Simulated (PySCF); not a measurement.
F$_{2}$Mg, charge -1, doublet, at a GFN2-xTB geometry (such geometries of metal compounds can be far from the true shape) (a state made from the parent by changing its charge; the spin is typed, not shown lowest) (in this run its highest filled SCF level lies above zero, so its values depend strongly on the basis, on diffuse functions most of all). Base run: PBE0/6-31G** (PySCF).

PySCF was given this input:
```python
from pyscf import gto, scf, dft

mol = gto.Mole()
mol.atom = '''
    Mg    0.000000    0.000000    0.000000
    F     0.000000    0.000000    1.798162
    F    -0.000000   -0.000000   -1.798162
'''
mol.basis = '6-31g**'
mol.charge = -1
mol.spin = 1
mol.verbose = 4
mol.build()

mf = dft.UKS(mol)
mf.xc = 'pbe0'
mf.kernel()
mf.analyze()
```

Each row names what was changed in the base input (with any setting that the change needs).

| change | E (Eh) | HOMO (eV) | <S^2> | core-seconds (rough) |
|---|---|---|---|---|
| base | -399.56884 | 1.67 | 0.752 | 3 |
| functional = b97-1 | -399.78469 | 2.00 | 0.750 | 3 |
| functional = wb97m_v | -399.80095 | 0.43 | 0.750 | 30 |
| functional = pw6b95 | -400.27221 | 1.70 | 0.751 | 3 |
| functional = wb97x_v | -399.75039 | 0.30 | 0.751 | 30 |
| functional = camb3lyp | -399.82017 | 0.88 | 0.751 | 5 |
| functional = pbe | -399.55170 | 2.24 | 0.752 | 3 |
| functional = b3lyp | -399.88742 | 1.84 | 0.751 | 4 |
| functional = hse06 | -399.60273 | 2.03 | 0.752 | 5 |
| functional = m06 | -399.79809 | 1.95 | 0.750 | 4 |
| functional = hf | -398.57499 | 0.45 | 0.753 | 0.8 |
| functional = mn15 | -399.59249 | 1.62 | 0.752 | 4 |
| functional = wb97x | -399.80638 | 0.36 | 0.751 | 6 |

Totals shift with the method and basis; they matter in differences.

Open shells are given as the SCF converged; they aren't shown to be the lowest states, and a large step between rows can be another state.
